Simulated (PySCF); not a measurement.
A series of related molecules.

All values: CAM-B3LYP/def2-SVPD (PySCF) at GFN2-xTB geometries, gas phase, one conformer each. Core orbitals are frozen in the response; Δα² is half the sum of the squared differences of the principal polarisabilities.

Question: Rank by HOMO energy, highest first.
A. `C#C[C@@]1(F)CC=C1CF`
B. `C#C[C@@]1(F)CC=C1[SiH2]F`
C. `[C@]1(C#C)(F)CC[C@H]1CF`

Answer: A (-9.09 eV), B (-9.31 eV), C (-9.57 eV).

Question: Rank by polarisability anisotropy Δα, lowest first.
A. `[CH:1]#[C:2][C@@:3]1([F:4])[CH2:5][CH:6]=[C:7]1[CH2:8][F:9]` with C6–C7–C8–F9 4°
B. `[CH:1]#[C:2][Si@:3]1([F:4])[CH2:5][CH:6]=[C:7]1[CH2:8][F:9]` with C6–C7–C8–F9 -138°
C. `[CH:1]#[C:2][C@@:3]1([F:4])[CH2:5][CH2:6][C@H:7]1[CH2:8][F:9]` with C6–C7–C8–F9 -74°, C2–C3–C5–C6 107°, C3–C5–C6–C7 12°, C5–C6–C7–C8 -132°, C2–C3–C7–C6 -105°

Answer: C (3.17 Å³), A (3.63 Å³), B (4.99 Å³).

All values together:

```csv
SMILES,change,formula,μ (D),HOMO (eV),LUMO (eV),α (Å³),Δα (Å³),electrons,α per electron (Å³)
C#C[C@@]1(F)CC=C1CF,parent,C7H6F2,1.57,-9.09,0.49,11.55,3.63,66,0.175
C#C[Si@]1(F)CC=C1CF,C replaced by Si,C6H6F2Si,2.25,-9.19,0.17,13.29,4.99,74,0.180
C#C[C@@]1(F)CC=C1[SiH2]F,C replaced by Si,C6H6F2Si,1.77,-9.31,0.04,13.19,3.80,74,0.178
C#C[C@@]1(F)CC[C@H]1CF,H2 added to a C-C multiple bond,C7H8F2,2.02,-9.57,1.02,11.52,3.17,68,0.169
```

Conformers: `[CH:1]#[C:2][C@@:3]1([F:4])[CH2:5][CH:6]=[C:7]1[CH2:8][F:9]` with C6–C7–C8–F9 4°; `[CH:1]#[C:2][Si@:3]1([F:4])[CH2:5][CH:6]=[C:7]1[CH2:8][F:9]` with C6–C7–C8–F9 -138°; `[CH:1]#[C:2][C@@:3]1([F:4])[CH2:5][CH:6]=[C:7]1[SiH2:8][F:9]` with C6–C7–Si8–F9 7°; `[CH:1]#[C:2][C@@:3]1([F:4])[CH2:5][CH2:6][C@H:7]1[CH2:8][F:9]` with C6–C7–C8–F9 -74°, C2–C3–C5–C6 107°, C3–C5–C6–C7 12°, C5–C6–C7–C8 -132°, C2–C3–C7–C6 -105°.

Question: Give the shifts from the parent, `C#C[C@@]1(F)CC=C1CF`.

Answer: 
```
                  SMILES  change in μ (D)  change in HOMO (eV)  change in LUMO (eV)  change in mean α (Å³)
     C#C[Si@]1(F)CC=C1CF            +0.68                -0.10                -0.32                  +1.74
C#C[C@@]1(F)CC=C1[SiH2]F            +0.20                -0.22                -0.45                  +1.64
  C#C[C@@]1(F)CC[C@H]1CF            +0.45                -0.48                +0.53                  -0.03
```
